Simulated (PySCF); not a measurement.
GeH₃N, neutral, multiplicity 1. Atoms are numbered in the order given.

```xyz
5

Ge     0.0516    -0.4154     0.0000
H     -1.5501    -0.5430     0.0000
N     -0.0112     1.4127     0.0000
H     -0.8497     1.9727     0.0000
H      0.8260     1.9751     0.0000
```
Charge 0, spin multiplicity 1.

Geometry optimised at B3LYP-D3(BJ)/def2-TZVP.

Vertical ionisation energy (IE) and electron affinity (EA) in eV. Rows of orbital energies are one-electron estimates. Where ΔSCF, EOM or ADC give a negative EA the extra electron is unbound and the value depends on the basis.

```tsv
level	IE	EA
−ε(HOMO), −ε(LUMO), ωB97X/def2-TZVPD (PySCF)	8.89	-0.27
−ε(HOMO), −ε(LUMO), r2SCAN/def2-TZVPD (PySCF)	5.80	2.42
ADC(2)/aug-cc-pVDZ (PySCF)	8.76	-0.11
```

Beyond the first one, list the lowest photoelectron lines from ADC(2)/aug-cc-pVDZ run with PySCF 2.14.0 with their pole strengths (two spins summed). (An estimate is asked for; the answer gives what the named calculation found.)

9.38 eV (1.72), 11.90 eV (1.78), 15.58 eV (1.69), 16.59 eV (1.69).
